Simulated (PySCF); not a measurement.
**Sound and unsound settings**

Molecule: `InChI=1S/C6H9P/c1-6-2-4-7-5-3-6/h2-7H,1H3/p+1`; geometry GFN2-xTB.

Geometry:
```tsv
atom	x (Å)	y (Å)	z (Å)
C1	-2.007	-0.215	-0.691
C2	-0.989	0.104	0.427
C3	-0.195	-1.123	0.718
C4	1.117	-1.306	0.542
P5	2.134	0.010	-0.074
C6	1.078	1.428	-0.209
C7	-0.228	1.328	0.049
H8	-1.487	-0.462	-1.613
H9	-2.652	0.640	-0.869
H10	-2.628	-1.059	-0.403
H11	-1.576	0.342	1.324
H12	-0.784	-1.951	1.092
H13	1.596	-2.249	0.771
H14	2.711	-0.314	-1.287
H15	3.211	0.255	0.754
H16	1.532	2.367	-0.496
H17	-0.841	2.216	-0.044
```

Total charge +1.

All runs: PySCF 2.14, non-relativistic, gas phase unless a solvent (IEF-PCM) is named; grid level 2, GIAOs and SCF threshold 1e-9 unless changed. The yardstick, PBE0/pcSseg-1, gives these isotropic shieldings σ (ppm, equivalent atoms averaged): C4/C6 92.2, C2 146.5, C1 165.8, P5 417.7, H12/H17 23.49, H15 25.01, H13/H16 25.55.

(1) What do these inputs give? (1) solvent benzene; BHandHLYP/STO-3G; grid level 1; (2) PBE0/pcSseg-1; grid level 0; guess random; max_cycle 57; (3) PBE0/pcSseg-1; grid level 0; max_cycle 87; (4) mPW1PW91/pcSseg-0; guess vsap

(2) Comment on the technical settings and failures.

## Answers

(1) 
```tsv
run	outcome	functions	wall time	C4/C6	C2	C1	P5	H12/H17	H15	H13/H16
1	converged	49	4.2 s	152.3	203.5	216.7	714.5	25.29	28.78	26.97
2	converged	176	14 s	92.3	146.6	166.1	417.9	23.46	25.01	25.52
3	converged	176	21 s	92.3	146.6	166.1	417.9	23.46	25.01	25.52
4	converged	87	9.7 s	98.8	156.7	172.8	500.6	25.19	27.21	27.45
```

Times are on 1 thread of an Intel Xeon Platinum 8375C, shared host.

(2) 
- Run 1: The functional and orbital basis and medium differ from the yardstick's, which in itself moves the values. Grid level 1 is coarse; it adds numerical noise and can break the equality of equivalent atoms. With 49 functions the basis is far too small for magnetic properties.
- Run 2: Grid level 0 is coarse; it adds numerical noise and can break the equality of equivalent atoms. The starting guess, cycle limit change the path of the SCF (18 cycles), not the solution, provided the same state is reached.
- Run 3: Grid level 0 is coarse; it adds numerical noise and can break the equality of equivalent atoms. The cycle limit changes the path of the SCF (10 cycles), not the solution, provided the same state is reached.
- Run 4: The functional and orbital basis differ from the yardstick's, which in itself moves the values. The starting guess changes the path of the SCF (13 cycles), not the solution, provided the same state is reached. With 87 functions the basis is far too small for magnetic properties.

Runs 1, 2, 3, 4 were set up unsoundly or failed; their numbers aren't to be quoted as properties of the molecule.
